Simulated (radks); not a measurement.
Q: All-electron calculation, scalar-relativistic Kohn-Sham, r2SCAN, spin-polarised, spherical densities, finite nucleus; open shells are filled with parallel spins first; meta-GGA in the generalised Kohn-Sham scheme; Fermi nuclear charge, rms radius of each element as measured or else 0.836 A^(1/3) + 0.57 fm. Program: a radial shooting solver on a logarithmic mesh with Libxc functionals. Each species is in its NIST ground configuration. Rank Mn, Co, Ti, Cr, Ni, Sc, Cu, Fe, Zn, V by radius at which the density is 0.001 e/bohr^3 (bohr), largest first.

A: Sc 5.00, Ti 4.88, V 4.77, Mn 4.58, Fe 4.49, Cr 4.40, Co 4.40, Ni 4.32, Zn 4.19, Cu 4.09.
